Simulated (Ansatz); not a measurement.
Stretching the Ge1–Ge2 bond in Ge2H6 (SMILES [GeH3][GeH3]) (multiplicity 1 held, fragments rigid). Energies count from the point at 2.436 Å.
Geometry at that point (charge 0, multiplicity 1):
```
atom    x (Å)    y (Å)    z (Å)
----  -------  -------  -------
Ge    -1.2141   0.0950  -0.0155
Ge     1.2141  -0.0950   0.0155
H     -1.8156  -0.8837  -1.0399
H     -1.6355   1.5247  -0.3991
H     -1.7954  -0.2307   1.3719
H      1.6355  -1.5247   0.3991
H      1.8156   0.8837   1.0399
H      1.7954   0.2307  -1.3719
```

Signs of static correlation in cc-pVTZ, with CASSCF(2,2), from Ansatz (a quantum-chemistry and plane-wave program) runs.

```csv
R (Å),T1 of restricted CCSD,⟨S²⟩ of UHF,largest double amplitude of restricted CCSD,weight of the CASSCF reference in MRCISD,CASSCF natural occupations
1.949,0.012,0.000,0.031,0.887,1.99 0.01
2.192,0.011,0.000,0.026,0.887,1.99 0.01
2.436,0.011,0.000,0.029,0.886,1.98 0.02
2.679,0.011,0.000,0.051,0.886,1.97 0.03
2.923,0.011,0.000,[?],0.886,1.95 0.05
3.288,0.012,0.250,0.147,0.886,1.89 0.11
3.654,0.014,0.689,0.225,0.886,1.78 0.22
4.263,0.021,0.931,0.380,0.887,1.53 0.47
4.872,0.027,0.990,[?],0.888,1.29 0.71
5.602,0.031,1.006,0.664,0.888,1.12 0.88
6.577,0.031,1.009,0.752,0.888,1.04 0.96
7.795,0.029,1.009,0.791,0.888,1.01 0.99
```

Task: Complete the blanks.

Result: 
- 2.923, largest double amplitude of restricted CCSD: 0.084
- 4.872, largest double amplitude of restricted CCSD: 0.533

Doubts at one or more of the structures used: a restricted determinant that unrestricted orbitals would lower (R-CCSD(T)/cc-pVTZ); other coupled-cluster roots lie near (R-CCSD(T)/cc-pVTZ); a spin-contaminated determinant (U-CCSD(T)/cc-pVTZ); T1 above 0.05 (U-CCSD(T)/cc-pVTZ).
